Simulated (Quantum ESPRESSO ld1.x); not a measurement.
Results of a calculation; reference values are marked as such.
Species: Er46+. Configuration: [Ar] 3d4 (the NIST ground configuration).

Level of theory: scalar-relativistic Kohn-Sham, revPBE, spin-unpolarised, spherical densities, point nucleus (ld1.x of Quantum ESPRESSO 7.5).

Energy parts (Ry):
part                      energy
total                 -22611.943
kinetic                24784.164
electron-nucleus      -50520.843
Hartree                 3484.786
exchange-correlation    -360.050

Orbitals (lengths in bohr, moments of r in powers of bohr; r(max) is where P^2 peaks):
[
 {"orbital": "1s", "occ.": "2", "eigenvalue (Ry)": "-4418.60", "<r>": "0.02036", "r(max)": "0.013", "<r^2>": "0.0005676", "<r^4>": "8.631e-07"},
 {"orbital": "2s", "occ.": "2", "eigenvalue (Ry)": "-905.084", "<r>": "0.08594", "r(max)": "0.073", "<r^2>": "0.008718", "<r^4>": "0.0001301"},
 {"orbital": "2p", "occ.": "6", "eigenvalue (Ry)": "-824.165", "<r>": "0.07618", "r(max)": "0.059", "<r^2>": "0.007072", "<r^4>": "0.00009814"},
 {"orbital": "3s", "occ.": "2", "eigenvalue (Ry)": "-332.945", "<r>": "0.2140", "r(max)": "0.201", "<r^2>": "0.05218", "<r^4>": "0.004010"},
 {"orbital": "3p", "occ.": "6", "eigenvalue (Ry)": "-308.352", "<r>": "0.2106", "r(max)": "0.196", "<r^2>": "0.05122", "<r^4>": "0.004003"},
 {"orbital": "3d", "occ.": "4", "eigenvalue (Ry)": "-281.448", "<r>": "0.1874", "r(max)": "0.157", "<r^2>": "0.04066", "<r^4>": "0.002777"}
]

The highest occupied level is 3d at -3829.3 eV. Summed over all electrons, <r^2> = 0.6353 bohr^2, which gives a Langevin (diamagnetic) susceptibility term of -0.503 x 10^-6 cm^3/mol.
